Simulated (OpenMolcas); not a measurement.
## 3d4 along the 22-electron sequence

| Quantity | Value |
| --- | --- |
| Program | OpenMolcas 26.06 |
| Method | SS-RASPT2, IPEA 0.25 Eh, imaginary shift 0.1 Eh |
| Basis | ANO-R2 |
| Scalar Hamiltonian | X2C, finite nucleus |
| Spin-orbit coupling | state interaction with AMFI integrals over the reference wave functions, term energies averaged over their components |

Active space for each ion: 10 electrons in 8 orbitals (RAS1 3p, at most 2 holes; RAS2 3d); closed shells correlated by CASPT2: 3s.

Computed levels in cm-1 above 5D0:

```csv
Level,Cr2+,Mn3+,Fe4+,Ni6+,Cu7+
5D1,69.4,105,151,290,388
5D2,205,308,442,840,1113
5D3,402,602,858,1606,2110
5D4,655,975,1382,2550,3320
3P0(1),17340,21280,24630,31260,34100
3P1(1),17750,21910,25540,33000,36400
3H4,18270,21760,25310,32540,35860
3H5,18410,21980,25640,33210,36770
3P2(1),18490,23000,27090,35780,39970
weight of 5D in the lowest level (%),100,100,100,99,99
```

Measured, with the error of the calculation in %. Measured levels: Cr2+ from Sugar and Corliss, J. Phys. Chem. Ref. Data 6, 317 (1977); Mn3+ from Corliss and Sugar, J. Phys. Chem. Ref. Data 6, 1253 (1977); Fe4+ from Corliss and Sugar, J. Phys. Chem. Ref. Data 11, 135 (1982); Ni6+ from Corliss and Sugar, J. Phys. Chem. Ref. Data 10, 197 (1981).

```json
{"Level": "5D1", "Cr2+": "62.2 (+11.5)", "Mn3+": "99.0 (+5.6)", "Fe4+": "142 (+6.1)", "Ni6+": "279 (+4.0)"}
{"Level": "5D2", "Cr2+": "183 (+12.0)", "Mn3+": "287 (+7.5)", "Fe4+": "417 (+6.0)", "Ni6+": "804 (+4.4)"}
{"Level": "5D3", "Cr2+": "357 (+12.9)", "Mn3+": "552 (+9.0)", "Fe4+": "803 (+6.9)", "Ni6+": "1520 (+5.7)"}
{"Level": "5D4", "Cr2+": "576 (+13.8)", "Mn3+": "886 (+10.1)", "Fe4+": "1283 (+7.8)", "Ni6+": "2392 (+6.6)"}
{"Level": "3P0(1)", "Cr2+": "16771 (+3.4)", "Mn3+": "20654 (+3.0)", "Fe4+": "24055 (+2.4)", "Ni6+": "30077 (+3.9)"}
{"Level": "3P1(1)", "Cr2+": "17169 (+3.4)", "Mn3+": "21279 (+3.0)", "Fe4+": "24973 (+2.3)", "Ni6+": "31836 (+3.7)"}
{"Level": "3H4", "Cr2+": "17274 (+5.8)", "Mn3+": "21281 (+2.3)", "Fe4+": "24932 (+1.5)", "Ni6+": "31672 (+2.8)"}
{"Level": "3H5", "Cr2+": "17397 (+5.8)", "Mn3+": "21475 (+2.4)", "Fe4+": "25226 (+1.6)", "Ni6+": "32286 (+2.9)"}
{"Level": "3P2(1)", "Cr2+": "17851 (+3.6)", "Mn3+": "22325 (+3.0)", "Fe4+": "26468 (+2.3)", "Ni6+": "34555 (+3.5)"}
```

The fine-structure level 5D4 changes by a factor of 5.07 from Cr2+ to Cu7+. Its fourth root runs 5.06, 5.59, 6.10, 7.11, 7.59, with steps per unit of Z of 0.53, 0.51, 0.50, 0.48; equal steps would mean a (Z - σ)^4 law with constant σ.

3P0(1) changes by a factor of 1.97 over the same range, with steps per unit of Z of +3940, +3350, +3320, +2840 cm-1.

CASPT2 breaks the degeneracy within a term, and the mean is taken; among the terms shown or strongly mixed into the levels shown the widest spread is 75 cm-1 (3d4 3H, Cr2+). Active for correlation alone: 3p; no level in the range computed is led by a configuration that opens it, so any true level of that kind is missing. Measured partners are found by configuration, term and J. A level has none where our copy of the source lacks it or the pairing is in doubt (some pairs that miss far off the trend of their configuration count as doubtful), and it then counts in no deviation. Levels of configurations outside the active space are missing.

A number in round brackets counts repeated terms of one configuration in the order of the reference energies.
